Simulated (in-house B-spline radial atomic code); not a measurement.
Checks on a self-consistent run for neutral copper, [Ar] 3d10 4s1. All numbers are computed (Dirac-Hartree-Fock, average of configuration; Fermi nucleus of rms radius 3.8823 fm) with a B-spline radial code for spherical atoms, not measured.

```
orbital  q      ε (Eh)     <1/r>        <r²>  small-component weight
  1s1/2  2  -332.65428   29.1626  0.00365233                0.010948
  2s1/2  2   -41.67183   6.39089   0.0645941               0.0020912
  2p1/2  2   -36.32017   6.31338     0.05109               0.0020559
  2p3/2  4   -35.55599   6.17533   0.0525992               0.0020223
  3s1/2  2    -5.15649   1.98813    0.587153              0.00044618
  3p1/2  2    -3.43112   1.84809    0.658344              0.00039745
  3p3/2  4    -3.32876   1.81646    0.676364              0.00038914
  3d3/2  4    -0.48788   1.39299      1.3354              0.00025032
  3d5/2  6    -0.47430   1.38032     1.36893              0.00024679
  4s1/2  1    -0.24477  0.391724     12.5521               1.986e-05
```

Electron-electron repulsion V_ee = 654.4063 hartree.

(1) What total energy follows from the eigenvalues?

(2) Does the Dirac virial theorem hold?

(3) What diamagnetic shielding (Lamb formula) and susceptibility (Langevin formula) do the radii give?

Results:

(1) The eigenvalues count the repulsion twice, so E = Σqε - V_ee = -999.049 - 654.406 = -1653.455 hartree; the run printed -1653.455.

(2) For a point nucleus E = -2c²Σq·w, with w the small-component weight. Here Σq·w = 0.044024 and c = 137.0360, so the ratio E/(-2c²Σq·w) is 1.000009; the finite nucleus accounts for the departure from 1.

(3) σ = (α²/3)Σq<1/r> = 137.619/(3·137.036²) = 2442.8 ppm, and χ = -0.79199×10⁻⁶·Σq<r²> = -25.15×10⁻⁶ cm³/mol with Σq<r²> = 31.753 bohr². Both are non-relativistic formulas without the paramagnetism of open shells.
